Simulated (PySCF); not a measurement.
**Heteronuclear NMR**

Atom-mapped SMILES (the numbers label the heavy atoms): `[F:1][CH2:2][C:3]([F:4])([F:5])[C:6]([F:7])([F:8])[F:9]` (H(Xn): hydrogen on atom n).

[PySCF: J: B3LYP/pcJ-1 (spin–dipole term only in couplings to heteroatoms); shieldings: GIAO KT3/pcSseg-2; structure optimised with PBE0-D3(BJ)/def2-SVP; one averaged value for each set of equivalent atoms; non-relativistic; isolated molecule; single conformer]

Predict the ¹⁹F NMR data.

## Answers


```json
{"atoms": "F7/F8/F9", "environment": "fluorine of a CF3 group", "σ (ppm)": "258.3", "δ (ppm)": "-87.0"}
{"atoms": "F4/F5", "environment": "fluorine of a CF2 group", "σ (ppm)": "303.7", "δ (ppm)": "-128.9"}
{"atoms": "F1", "environment": "fluorine on an sp3 carbon", "σ (ppm)": "417.5", "δ (ppm)": "-234.0"}
```

Shieldings were converted by a linear fit to measured shifts: ¹⁹F (scatter 8.9 ppm rms vs CFCl3, solution or neat liquid). Occasional misses reach two or three times the rms, and more in compound classes unlike the fitted ones. Couplings are scaled by factors fitted to measured values: ²J(H,H) × 0.91 (rms 0.6 Hz), ¹J(C,F) × 0.77 (rms 7.3 Hz), ²J(C,F) × 1.09 (rms 1.9 Hz, 5.0 with 1 outliers), ³J(C,F) × 1.48 (rms 1.3 Hz); all others are unscaled and can be 10–30 % off.

Couplings (the largest are listed; each averaged over equivalent pairs): ¹J(C6,F7) = -274.4 Hz, ¹J(C3,F4) = -240.8 Hz, ¹J(F1,C2) = -195.3 Hz, ²J(F4,F5) = 270.7 Hz, ²J(F7,F8) = 61.4 Hz, ²J(F1,H(C2)) = 52.9 Hz, ²J(C3,F7) = 42.9 Hz, ²J(F4,C6) = 38.2 Hz, ²J(C2,F4) = 37.9 Hz, ²J(F1,C3) = 22.2 Hz, ³J(F1,F4) = -30.3 Hz, ³J(F4,H(C2)) = 11.9 Hz.

On a 400 MHz spectrometer ¹⁹F resonates near 376.4 MHz, so 1 ppm is 376.4 Hz.
